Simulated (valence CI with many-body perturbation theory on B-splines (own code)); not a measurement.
Level structure of Ce⁴⁵⁺

Calculated by configuration interaction combined with many-body perturbation theory (CI+MBPT): three valence electrons over a frozen Dirac-Fock core [Ne], a basis of 11 s, 11 p, 10 d, 8 f, 5 g, 2 h functions for each j, with the one-electron correlation potential Σ1 (screened to all orders), the two-electron term Σ2, the three-electron term Σ3, Breit, model QED; selected single and double excitations, second order for the rest, scaled by the run's own slope (own B-spline code, finite nucleus).

The last digits are not significant, and no measured levels were compared; by estimate large intervals hold to a few tenths of a per cent, small ones and those within an open d or f shell to about a per cent.

Levels 91 to 135 of 157, with energies above the lowest level, (3s^2 3p1/2) J=1/2. "Leading %" is the weight of the configuration and term that name the level; weights of strongly mixed levels are sums over their largest components and can fall short. In the jj column 3d3/2^4 stands for four electrons in 3d with j = 3/2. Lifetimes count E1, E2, E3, M1 and M2 decay at the calculated energies, and are blank where another channel may lead or the interval is too uncertain; long ones can be off by a factor of two.

| No. | Configuration | Term | J | E (eV) | Leading % | Lifetime | Leading jj | Second component |
| --- | --- | --- | --- | --- | --- | --- | --- | --- |
| 91 | 3p 3d2 | 4P° | 1/2 | 801.9 | 48 | 5.44 ps | 3p1/2 3d3/2 3d5/2 (100 %) | 28 % 3p 3d2 4D° |
| 92 | 3p 3d2 | 2H° | 9/2 | 803.3 | 41 | 7.82 ps | 3p1/2 3d3/2 3d5/2 (95 %) | 33 % 3p 3d2 2G° |
| 93 | 3p 3d2 | 4D° | 5/2 | 818.0 | 29 | 1.77 ps | 3p1/2 3d3/2 3d5/2 (96 %) | 24 % 3p 3d2 4F° |
| 94 | 3p 3d2 | 4D° | 7/2 | 820.5 | 35 | 2.29 ps | 3p1/2 3d3/2 3d5/2 (80 %) | 31 % 3p 3d2 2F° |
| 95 | 3p 3d2 | 4D° | 3/2 | 825.3 | 30 | 1.65 ps | 3p1/2 3d3/2 3d5/2 (93 %) | 18 % 3p 3d2 2P° |
| 96 | 3p 3d2 | 2F° | 7/2 | 833.8 | 39 | 3.92 ps | 3p1/2 3d5/2^2 (81 %) | 28 % 3p 3d2 2G° |
| 97 | 3p 3d2 | 2H° | 9/2 | 834.2 | 33 | 6.91 ps | 3p1/2 3d5/2^2 (90 %) | 32 % 3p 3d2 4G° |
| 98 | 3p 3d2 | 4P° | 3/2 | 839.9 | 28 | 3.79 ps | 3p1/2 3d5/2^2 (96 %) | 23 % 3p 3d2 2D° |
| 99 | 3p 3d2 | 2F° | 5/2 | 840.1 | 39 | 5.00 ps | 3p1/2 3d5/2^2 (94 %) | 25 % 3p 3d2 4D° |
| 100 | 3p 3d2 | 2P° | 1/2 | 862.3 | 77 | 3.35 ps | 3p1/2 3d5/2^2 (90 %) | 16 % 3p 3d2 4D° |
| 101 | 3p 3d2 | 4F° | 3/2 | 892.5 | 32 | 1.07 ps | 3p3/2 3d3/2^2 (95 %) | 20 % 3p 3d2 4D° |
| 102 | 3p 3d2 | 4F° | 5/2 | 897.2 | 41 | 1.13 ps | 3p3/2 3d3/2^2 (84 %) | 19 % 3p 3d2 2F° |
| 103 | 3p 3d2 | 4D° | 1/2 | 898.9 | 77 | 1.04 ps | 3p3/2 3d3/2^2 (96 %) | 17 % 3p 3d2 2P° |
| 104 | 3p 3d2 | 2G° | 7/2 | 899.6 | 26 | 1.18 ps | 3p3/2 3d3/2^2 (81 %) | 21 % 3p 3d2 4F° |
| 105 | 3p 3d2 | 4G° | 9/2 | 907.0 | 48 | 1.80 ps | 3p3/2 3d3/2 3d5/2 (96 %) | 28 % 3p 3d2 4F° |
| 106 | 3p 3d2 | 2F° | 7/2 | 910.2 | 40 | 1.67 ps | 3p3/2 3d3/2 3d5/2 (95 %) | 27 % 3p 3d2 4F° |
| 107 | 3p 3d2 | 4G° | 11/2 | 912.3 | 78 | 2.65 ps | 3p3/2 3d3/2 3d5/2 (66 %) | 22 % 3p 3d2 2H° |
| 108 | 3p 3d2 | 4D° | 3/2 | 912.9 | 40 | 1.12 ps | 3p3/2 3d3/2^2 (58 %) | 16 % 3p 3d2 4S° |
| 109 | 3p 3d2 | 4D° | 5/2 | 918.1 | 43 | 1.66 ps | 3p3/2 3d3/2 3d5/2 (95 %) | 37 % 3p 3d2 4P° |
| 110 | 3p 3d2 | 2S° | 1/2 | 919.3 | 48 | 1.43 ps | 3p3/2 3d3/2 3d5/2 (96 %) | 32 % 3p 3d2 4P° |
| 111 | 3p 3d2 | 2F° | 5/2 | 922.3 | 52 | 1.42 ps | 3p3/2 3d3/2 3d5/2 (94 %) | 36 % 3p 3d2 4D° |
| 112 | 3p 3d2 | 4D° | 3/2 | 923.0 | 29 | 1.23 ps | 3p3/2 3d3/2 3d5/2 (78 %) | 23 % 3p 3d2 4S° |
| 113 | 3p 3d2 | 4D° | 7/2 | 924.0 | 49 | 1.72 ps | 3p3/2 3d3/2 3d5/2 (87 %) | 26 % 3p 3d2 2F° |
| 114 | 3p 3d2 | 2G° | 7/2 | 933.1 | 40 | 1.48 ps | 3p3/2 3d3/2 3d5/2 (66 %) | 26 % 3p 3d2 4D° |
| 115 | 3p 3d2 | 2D° | 5/2 | 934.2 | 50 | 1.76 ps | 3p3/2 3d5/2^2 (50 %) | 33 % 3p 3d2 4P° |
| 116 | 3p 3d2 | 2G° | 9/2 | 937.5 | 66 | 1.84 ps | 3p3/2 3d3/2 3d5/2 (60 %) | 22 % 3p 3d2 2H° |
| 117 | 3p 3d2 | 2H° | 11/2 | 937.8 | 78 | 3.25 ps | 3p3/2 3d5/2^2 (66 %) | 22 % 3p 3d2 4G° |
| 118 | 3p 3d2 | 2D° | 3/2 | 938.4 | 40 | 1.30 ps | 3p3/2 3d3/2 3d5/2 (86 %) | 39 % 3p 3d2 2P° |
| 119 | 3p 3d2 | 2D° | 5/2 | 944.2 | 68 | 1.44 ps | 3p3/2 3d3/2 3d5/2 (55 %) | 12 % 3p 3d2 2F° |
| 120 | 3p 3d2 | 2F° | 7/2 | 945.6 | 56 | 2.29 ps | 3p3/2 3d5/2^2 (75 %) | 28 % 3p 3d2 4D° |
| 121 | 3p 3d2 | 2G° | 9/2 | 948.6 | 62 | 1.78 ps | 3p3/2 3d5/2^2 (59 %) | 37 % 3p 3d2 4F° |
| 122 | 3p 3d2 | 2P° | 1/2 | 949.2 | 78 | 1.44 ps | 3p3/2 3d5/2^2 (54 %) | 10 % 3p 3d2 4D° |
| 123 | 3p 3d2 | 2D° | 3/2 | 949.8 | 58 | 1.16 ps | 3p3/2 3d3/2 3d5/2 (79 %) | 14 % 3p 3d2 4S° |
| 124 | 3p 3d2 | 2F° | 5/2 | 953.2 | 81 | 1.46 ps | 3p3/2 3d3/2 3d5/2 (85 %) | 10 % 3p 3d2 2D° |
| 125 | 3p 3d2 | 2P° | 1/2 | 965.4 | 87 | 1.40 ps | 3p3/2 3d3/2 3d5/2 (54 %) | 6 % 3p 3d2 4D° |
| 126 | 3p 3d2 | 2F° | 7/2 | 970.6 | 56 | 1.71 ps | 3p3/2 3d5/2^2 (87 %) | 31 % 3p 3d2 2G° |
| 127 | 3p 3d2 | 2P° | 3/2 | 971.1 | 77 | 2.23 ps | 3p3/2 3d5/2^2 (95 %) | 8 % 3p 3d2 2D° |
| 128 | 3p 3d2 | 2D° | 5/2 | 972.5 | 67 | 1.77 ps | 3p3/2 3d5/2^2 (92 %) | 13 % 3p 3d2 2F° |
| 129 | 3p 3d2 | 2P° | 3/2 | 986.2 | 59 | 1.41 ps | 3p3/2 3d5/2^2 (84 %) | 22 % 3p 3d2 2D° |
| 130 | 3d3 | 4F | 3/2 | 1058.4 | 61 | 1.03 ps | 3d3/2^3 (91 %) | 29 % 3d3 2D |
| 131 | 3d3 | 4F | 5/2 | 1077.0 | 88 | 1.33 ps | 3d3/2^2 3d5/2 (96 %) | 10 % 3d3 2D |
| 132 | 3d3 | 4F | 7/2 | 1084.0 | 50 | 1.45 ps | 3d3/2^2 3d5/2 (87 %) | 40 % 3d3 2G |
| 133 | 3d3 | 4P | 3/2 | 1084.2 | 42 | 1.22 ps | 3d3/2^2 3d5/2 (93 %) | 31 % 3d3 2P |
| 134 | 3d3 | 2G | 9/2 | 1084.7 | 42 | 1.57 ps | 3d3/2^2 3d5/2 (96 %) | 39 % 3d3 2H |
| 135 | 3d3 | 4P | 1/2 | 1088.3 | 64 | 1.21 ps | 3d3/2^2 3d5/2 (98 %) | 35 % 3d3 2P |
